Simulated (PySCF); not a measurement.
In(Me)2(Et) (C4H11In), SMILES C[CH2][In]([CH3])[CH3].

The structure is a stationary point at PBE0-D3(BJ)/def2-SVP. The isomer is the one that the SMILES or the coordinates give; other isomers of the formula were not compared. The def2 effective core potentials stand for the cores of In; spin–orbit coupling is left out. The values are those of a single conformer.

Computed with TDDFT-ωB97X/def2-SVPD (PySCF 2.14.0).

Vertical excitations. Gas-phase values at a fixed geometry.

```
state  energy (eV)  λ (nm)      f                                                                main pairs
-----  -----------  ------  -----  ------------------------------------------------------------------------
S1            4.70     264  0.000                                                            HOMO→LUMO 97 %
S2            5.05     246  0.000                                                          HOMO−1→LUMO 97 %
S3            6.19     200  0.167                                                          HOMO→LUMO+1 85 %
S4            6.54     190  0.205                                                        HOMO−1→LUMO+1 86 %
S5            7.41     167  0.022                                                          HOMO→LUMO+2 82 %
S6            7.59     163  0.011                    HOMO→LUMO+3 54 %, HOMO−1→LUMO+2 13 %, HOMO→LUMO+4 10 %
S7            7.89     157  0.003                                      HOMO−1→LUMO+2 50 %, HOMO→LUMO+4 30 %
S8            7.91     157  0.010                                                        HOMO−1→LUMO+3 76 %
S9            8.17     152  0.223  HOMO−2→LUMO 28 %, HOMO→LUMO+4 20 %, HOMO→LUMO+3 14 %, HOMO−1→LUMO+2 10 %
S10           8.33     149  0.001                                       HOMO→LUMO+5 64 %, HOMO→LUMO+10 14 %
T1            4.50     276      0                                                            HOMO→LUMO 96 %
T2            4.86     255      0                                                          HOMO−1→LUMO 96 %
T3            5.49     226      0                                        HOMO→LUMO+1 62 %, HOMO→LUMO+4 11 %
T4            5.83     213      0                                    HOMO−1→LUMO+1 64 %, HOMO−1→LUMO+4 16 %
```
Triplets are in the Tamm–Dancoff approximation, which puts them higher than full response would, so one can lie above its singlet here.
